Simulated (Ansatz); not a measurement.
```yaml
crystal:
  periodic: [false, false, false]
  atoms:
    - {symbol: C, position_ang: [-0.285543, 1.592045, -0.450092]}
    - {symbol: S, position_ang: [0.414259, -0.001747, -0.885329]}
    - {symbol: C, position_ang: [1.616160, -0.201128, 0.431853]}
    - {symbol: Ga, position_ang: [-1.384758, -1.505147, -0.067397]}
    - {symbol: H, position_ang: [0.471944, 2.370272, -0.545279]}
    - {symbol: H, position_ang: [-0.685533, 1.559166, 0.563979]}
    - {symbol: H, position_ang: [-1.096614, 1.785626, -1.151701]}
    - {symbol: H, position_ang: [1.119760, -0.145628, 1.401422]}
    - {symbol: H, position_ang: [2.391616, 0.560428, 0.346913]}
    - {symbol: H, position_ang: [2.061005, -1.188451, 0.310059]}
    - {symbol: H, position_ang: [-1.450900, -0.863631, 1.382727]}
    - {symbol: H, position_ang: [-2.513869, -1.111906, -1.096013]}
    - {symbol: H, position_ang: [-0.637126, -2.884599, -0.226442]}
basis:
  gaussian: {orbitals: 6-31G}
magnetization: {spin_polarized: false, initial_magnetization: 2}
hamiltonian: {xc: {name: RPBE}, dispersion: d3bj}
output: {forces: true}
```

```sh
$ ansatz run in.yaml --threads 4 --pin off --events-out ev --progress --plain --max-ram 10444MiB
```

It prints (some lines left out):

```
Functional definition: RPBE
932 factors; integrals over basis functions are off by at most 5.9e-4 eV
mean field evaluation 1: about -65404.7848 eV, gradient 5.8e1 eV
mean field evaluation 2: about -65404.7689 eV, gradient 5.8e1 eV
mean field evaluation 4: about -65412.3384 eV, gradient 1.3e1 eV
mean field evaluation 8: about -65411.7633 eV, gradient 1.3e1 eV
mean field evaluation 16: about -65413.4268 eV, gradient 2.1e-3 eV
mean field -65413.42677649 eV, -2403.8990952229 hartree, gradient 1.5e-5 eV, S^2 2.000000; 10 other end points of the search recorded, 0 dependent functions left out
reference -65413.42683301 eV, -2403.8990973000 hartree; 35, 33 occupied and 43, 45 virtual orbitals, 932 factors
Total energy: -65415.06758267 eV, -2403.9593937377 hartree
Atom 0 at    -0.285543     1.592045    -0.450092 Å, force    -0.525915     1.301511     0.077233 eV/Å
Atom 1 at     0.414259    -0.001747    -0.885329 Å, force     0.862340    -0.342346    -1.639172 eV/Å
Atom 2 at     1.616160    -0.201128     0.431853 Å, force     1.454136    -0.070410     0.850141 eV/Å
Atom 3 at    -1.384758    -1.505147    -0.067397 Å, force    -1.274039    -1.679173     1.145011 eV/Å
Atom 4 at     0.471944     2.370272    -0.545279 Å, force     0.227836     0.233884    -0.005460 eV/Å
Atom 5 at    -0.685533     1.559166     0.563979 Å, force    -0.109071    -0.061952     0.402616 eV/Å
Atom 6 at    -1.096614     1.785626    -1.151701 Å, force    -0.274522     0.075892    -0.196445 eV/Å
Atom 7 at     1.119760    -0.145628     1.401422 Å, force    -0.230724     0.064476     0.279415 eV/Å
Atom 8 at     2.391616     0.560428     0.346913 Å, force     0.215145     0.198566     0.040321 eV/Å
Atom 9 at     2.061005    -1.188451     0.310059 Å, force     0.126054    -0.318174    -0.008716 eV/Å
Atom 10 at    -1.450900    -0.863631     1.382727 Å, force    -0.180431     0.829796     0.001038 eV/Å
Atom 11 at    -2.513869    -1.111906    -1.096013 Å, force    -0.547829    -0.048596    -0.204575 eV/Å
Atom 12 at    -0.637126    -2.884599    -0.226442 Å, force     0.257020    -0.183476    -0.741409 eV/Å
Dipole moment:     0.984968     1.067644    -0.042475 e Å
```

It took 13 s on 4 threads of an Arm Neoverse V1 on a shared host, with 0.17 GiB of host memory at the peak.
